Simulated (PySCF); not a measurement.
Species: C2H8Si2.
Numbering: `[SiH3:1][C@@H:2]1[CH2:3][SiH2:4]1` (hydrogens: H5, H6, H7 on Si1; H8 on C2; H9, H10 on C3; H11, H12 on Si4)

Method: PySCF 2.14.0, density-fitted response routines, TDDFT CAM-B3LYP/def2-SVPD, vertical, gas phase, core orbitals frozen in the response. Isolated species at its GFN2-xTB geometry, gas phase.

Computed states:

```
state  E (eV)       f
   S1    6.25   0.105
   S2    6.33   0.156
   S3    6.86   0.040
   S4    7.09   0.014
   S5    7.13  0.0061
   S6    7.49   0.031
   S7    7.65   0.016
   S8    7.75  0.0019
```

Broadening: Gaussians 0.3 eV wide at half height, area fixed by f = 4.319×10⁻⁹ ∫ε dν̃. The width is an assumption, not a result. The curve ends short of the highest state used, and states not computed would add to its high-energy end.

(1) What does the envelope look like, and where are its maxima?

(2) Coming from long wavelengths, where does ε first pass 100 L mol⁻¹ cm⁻¹?

(3) On this curve, what absorbance would a 10⁻⁴ mol/L sample give at 193 nm over a 1 cm path?

## Answers

(1) 
(λ (nm), ε (L mol⁻¹ cm⁻¹)): (173.4, 1978), (175.1, 2511), (176.9, 3098), (178.6, 3661), (180.4, 3912), (182.1, 3488), (183.9, 2521), (185.6, 1762), (187.4, 1946), (189.1, 3758), (190.9, 7851), (192.6, 13321), (194.4, 19032), (196.1, 22159), (197.9, 21643), (199.6, 17955), (201.4, 12494), (203.1, 7651), (204.9, 3921), (206.6, 1823), (208.4, 707), (210.2, 239), (211.9, 77), (213.7, 20)

Maxima: 197 nm (6.30 eV), ε about 22000, made up of S1 (39%) and S2 (61%); 180 nm (6.88 eV), ε about 3900, made up of S3 (90%) (ε in L mol⁻¹ cm⁻¹; maxima over ε = 5, shares over 10%).

(2) At about 211 nm (5.86 eV), 0.39 eV below S1.

(3) 193 nm is 6.424 eV, where ε is about 15000 L mol⁻¹ cm⁻¹, so A = ε c l ≈ 1.5 (Beer–Lambert, with the gas-phase spectrum and the assumed width).

On AMD EPYC, one thread, shared host, this took 49 s wall, 32 s CPU and 0.67 GiB of memory at its peak.
